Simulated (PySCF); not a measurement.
## Rh⁺ (rhodium, charge +1) across methods

[Kr] 4d8, high-spin 3F determinant. All numbers are calculated (PySCF 2.14, scalar relativity by spin-free X2C-1e, in aug-cc-pVTZ-DK).

```json
{"method": "wB97X", "E (hartree)": "-4783.35", "mean ε 4p β (eV)": "-62.865", "mean ε 4d α (eV)": "-18.225", "mean ε 4d β (eV)": "-17.150", "Σ⟨r²⟩ (bohr²)": "36.43", "⟨S²⟩": "2.002"}
{"method": "LDA", "E (hartree)": "-4777.97", "mean ε 4p β (eV)": "-57.584", "mean ε 4d α (eV)": "-14.421", "mean ε 4d β (eV)": "-13.297", "Σ⟨r²⟩ (bohr²)": "36.97", "⟨S²⟩": "2.001"}
{"method": "B3LYP", "E (hartree)": "-4783.26", "mean ε 4p β (eV)": "-60.023", "mean ε 4d α (eV)": "-15.563", "mean ε 4d β (eV)": "-14.473", "Σ⟨r²⟩ (bohr²)": "36.78", "⟨S²⟩": "2.001"}
{"method": "r2SCAN", "E (hartree)": "-4783.19", "mean ε 4p β (eV)": "-58.209", "mean ε 4d α (eV)": "-14.366", "mean ε 4d β (eV)": "-13.217", "Σ⟨r²⟩ (bohr²)": "36.47", "⟨S²⟩": "2.002"}
{"method": "UHF", "E (hartree)": "-4780.81321", "mean ε 4p β (eV)": "-69.297", "mean ε 4d α (eV)": "-20.073", "mean ε 4d β (eV)": "-18.430", "Σ⟨r²⟩ (bohr²)": "36.01", "⟨S²⟩": "2.004"}
{"method": "PBE0", "E (hartree)": "-4782.87", "mean ε 4p β (eV)": "-60.547", "mean ε 4d α (eV)": "-15.849", "mean ε 4d β (eV)": "-14.642", "Σ⟨r²⟩ (bohr²)": "36.49", "⟨S²⟩": "2.002"}
{"method": "PBE", "E (hartree)": "-4782.80", "mean ε 4p β (eV)": "-57.270", "mean ε 4d α (eV)": "-14.189", "mean ε 4d β (eV)": "-13.098", "Σ⟨r²⟩ (bohr²)": "36.88", "⟨S²⟩": "2.001"}
{"method": "r2SCANh", "E (hartree)": "-4783.19", "mean ε 4p β (eV)": "-59.404", "mean ε 4d α (eV)": "-15.025", "mean ε 4d β (eV)": "-13.838", "Σ⟨r²⟩ (bohr²)": "36.39", "⟨S²⟩": "2.002"}
```
